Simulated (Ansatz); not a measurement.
Stretching the Si3–H4 bond in CdH4Si (SMILES [SiH3][CdH]) (multiplicity 1 held, fragments rigid). Energies count from the point at 1.487 Å.
Geometry at that point (charge 0, multiplicity 1):
```xyz
6

Cd    -0.5664    -0.3105    -0.0798
H     -2.0453    -1.1213    -0.2881
Si     1.6349     0.8963     0.2303
H      2.2491     0.5938     1.5500
H      1.4709     2.3720     0.1537
H      2.6257     0.5132    -0.8099
```

Signs of static correlation in def2-SVP, with CASSCF(2,2), from Ansatz (a first-principles code) runs.

```tsv
R (Å)	T1 of restricted CCSD	⟨S²⟩ of UHF	largest double amplitude of restricted CCSD	weight of the CASSCF reference in MRCISD	CASSCF natural occupations
1.189	0.012	0.000	0.046	0.902	1.99 0.01
1.338	0.012	0.000	0.046	0.902	1.99 0.01
1.487	0.012	0.000	0.045	0.902	1.98 0.02
1.635	0.012	0.000	0.044	0.903	1.97 0.03
1.784	0.013	0.000	0.042	0.903	1.96 0.04
2.007	0.014	0.000	0.050	0.903	1.93 0.07
2.230	0.017	0.213	0.058	0.903	1.89 0.11
2.602	0.024	0.708	0.189	0.903	1.78 0.22
2.974	0.035	0.894	0.353	0.903	1.61 0.39
3.420	[?]	0.974	[?]	0.903	1.40 0.60
4.014	0.067	1.004	0.762	0.903	1.19 0.81
4.758	0.076	1.011	0.916	0.903	1.07 0.93
```

Problem. What belongs in the gaps?

Solution. 
- 3.420, T1 of restricted CCSD: 0.051
- 3.420, largest double amplitude of restricted CCSD: 0.548

Doubts at one or more of the structures used: a restricted determinant that unrestricted orbitals would lower (R-CCSD(T)/def2-SVP); other coupled-cluster roots lie near (R-CCSD(T)/def2-SVP); T1 above 0.05 (R-CCSD(T)/def2-SVP, U-CCSD(T)/def2-SVP); a spin-contaminated determinant (U-CCSD(T)/def2-SVP).
